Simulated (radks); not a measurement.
W II, configuration [Xe] 4f14 5d4 6s1 (the NIST ground configuration). Calculated with a radial shooting solver on a logarithmic mesh with Libxc functionals: scalar-relativistic Kohn-Sham, LDA (Slater exchange, VWN5 correlation), spin-polarised, spherical densities, finite nucleus; open shells are filled with parallel spins first (spin-orbit coupling, left out, can overturn this in heavy ions); Fermi nuclear charge, rms radius 5.3658 fm; hard spherical wall at 4 bohr.

Unscreened Slater integrals over Kohn-Sham orbitals (hartree). They are taken over the spin-up orbitals.

integral      value
F0(6s,6s)   0.38666
F0(6s,5d)   0.42409
G2(6s,5d)   0.13637
F0(6s,4f)   0.49431
G3(6s,4f)  0.020957
F0(6s,5p)   0.45645
G1(6s,5p)  0.049652
F0(5d,5d)   0.50335
F2(5d,5d)   0.26651
F4(5d,5d)   0.17661
F0(5d,4f)   0.64305
F2(5d,4f)   0.14430
F4(5d,4f)  0.066887
G1(5d,4f)  0.056173
G3(5d,4f)  0.048004
G5(5d,4f)  0.037149
F0(5d,5p)   0.57693
F2(5d,5p)   0.27854
G1(5d,5p)   0.32771
G3(5d,5p)   0.20117
F0(4f,4f)    1.5125
F2(4f,4f)   0.72803
F4(4f,4f)   0.45867
F6(4f,4f)   0.33053
F0(4f,5p)   0.87547
F2(4f,5p)   0.27783
G2(4f,5p)   0.12430
G4(4f,5p)  0.099561
F0(5p,5p)   0.71394
F2(5p,5p)   0.38304

Derived for the open shells (J is the average intra-shell exchange parameter used in DFT+U). 5d: Racah B = F2/49 - 5 F4/441 = 0.003437 hartree, C = 35 F4/441 = 0.01402 hartree, C/B = 4.08, F4/F2 = 0.663, J = (F2 + F4)/14 = 0.03165 hartree.
